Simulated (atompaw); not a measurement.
## Before and after: PAW (atompaw) potential for Mo (Z = 42)

Mo, PAW, made with atompaw 4.2.0.5 (PBEsol, scalar-relativistic). Core [Ar] 3d10, reference 4s2 4p6 4d5 5s0 5p0 (charge +1). Waves: 4s (bound): rc 1.95 bohr; 5s (bound, empty): rc 1.75 bohr; 4p (bound): rc 1.85 bohr; 5p (bound, empty): rc 2.45 bohr; 4d (bound): rc 2.45 bohr; 4d channel at -0.05 Ry: rc 2.45 bohr. Local part: bessel scheme, radius 2.00 bohr. Core correction: smooth core density matched at 1.75 bohr. Augmentation charge: besselshape compensation charge, radius 2.35 bohr; PAW radius 2.45 bohr; waves and projectors: custom rrkj gramschmidtortho.

All-electron outer shells of the reference configuration (PBEsol, scalar-relativistic, ld1.x):

```tsv
shell	level (eV)	outermost node (bohr)	outermost maximum (bohr)
3d	-227.65	–	0.32
4s	-71.05	0.51	0.99
4p	-45.25	0.52	1.08
4d	-10.41	0.53	1.38
5s	-9.80	1.34	2.79
5p	-5.81	1.53	3.53
```

Change: local potential bessel scheme, radius 1.24 bohr.

Cutoffs: the cutoffs (Ry, on a coarse ladder) from which the occupation-weighted sum of valence levels, in a spherical-Bessel basis at the reference potential, stays within 10 and 1 mRy of its value at 400 Ry; they do not see the model core or the augmentation charge, which bear on the density cutoff.

What does the change do?

The potential gets neither clearly harder nor softer (25 Ry and 45 Ry → 25 Ry and 40 Ry); the range in which the p phases agree narrows (upper end at the end of the scan → 0.3); neither file shows a bound ghost.

| quantity | base | changed |
| --- | --- | --- |
| cutoff, loose | 25 Ry | 25 Ry |
| cutoff, tight | 45 Ry | 40 Ry |
| bound ghosts | none | none |
| s: phases at 2.47 bohr within 0.05 rad from the reference energy up to (Ry; the scan ends near 5) | to the end of the scan | 4.8 |
| p: phases at 2.47 bohr within 0.05 rad from the reference energy up to (Ry; the scan ends near 5) | to the end of the scan | 0.3 |
| d: phases at 2.47 bohr within 0.05 rad from the reference energy up to (Ry; the scan ends near 5) | 2.7 | n/a |
| lowest overlap eigenvalue by channel | s 0.08, p 0.55, d 0.88 | s 0.15, p 0.55, d 0.89 |

 The cutoffs see the waves, projectors and local potential, not the compensation charge or the core.
